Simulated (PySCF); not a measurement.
## Working out the ionisation energy of Sc

Sc [Ar] 3d1 4s2 (2D) → Sc⁺ [Ar] 3d1 4s1 (3D). Computed with PySCF 2.14 in aug-cc-pVDZ, with no relativity, point nucleus. Frozen: [Ar]. Energies in hartree (1 hartree = 27.21139 eV):

```csv
part,Sc (lower),Sc⁺ (upper)
UHF,-759.738039,-759.540755
MP2 opposite-spin,-0.024141,0.000000
MP2 same-spin,-0.002467,-0.002478
```

Question: What does Hartree-Fock give?

Answer: (-759.540755) − (-759.738039) = 0.197284 hartree = 5.368 eV.

Question: What do MP2 and SCS-MP2 (6/5 opposite-spin, 1/3 same-spin) give?

Answer: The opposite-spin parts differ by 0.657 eV and the same-spin parts by 0.000 eV. MP2: 5.368 + (0.657) + (0.000) = 6.025 eV. SCS-MP2: 5.368 + 1.2 × (0.657) + (0.000)/3 = 6.156 eV.

Measured between the centres of the two terms (NIST): 6.562 eV, so MP2 (valence) is off by -0.537 eV.

The calculation is non-relativistic.

A double-zeta basis recovers only part of the correlation energy.

What remains against the reference includes basis incompleteness, the frozen core and correlation beyond second order.
